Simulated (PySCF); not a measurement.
Ga(I)(OH)2, H₂GaIO₂, SMILES [I][Ga]([OH])[OH] at its PBE0/def2-SVP optimised geometry (Å):

```
6

Ga    -0.1760    -0.2890     0.0000
I     -1.3874     1.8612     0.0000
O      1.5936    -0.2890     0.0000
H      1.9631    -1.1797     0.0050
O     -1.0015    -1.8612    -0.0004
H     -1.9631    -1.8087    -0.0018
```

Calculation: PBE0/def2-TZVP, def2 effective core potentials past Kr (PySCF 2.14.0). The core electrons that the potentials of I replace are not part of the density.

Map of the Laplacian of the electron density (e/bohr⁵) on the plane z = 0.8 Å:

```
|                             |
|                             |
|                             |
|                             |
|                             |
|                             |
|        .-.                  |
|        =@*.                 |
|        =@*.                 |
|        .-:                  |
|                             |
|                             |
|                             |
|             ..    ..        |
|            :+=:  .::.       |
|           .=%#-  .:-:       |
|            :++:  .::.       |
|            ...    ...       |
|                             |
|         ....                |
|        .:::.                |
|        .:-:.                |
|         ....                |
|                             |
|                             |
|                             |
|                             |
|                             |
|                             |
```
Scale: ten equal steps from 0.000 (start of ' ') to 1.20 (end of '@'), in the order ' .:-=+*#%@'; x runs from -4.00 to 4.00, y from -4.00 (bottom) to 4.00 (top).
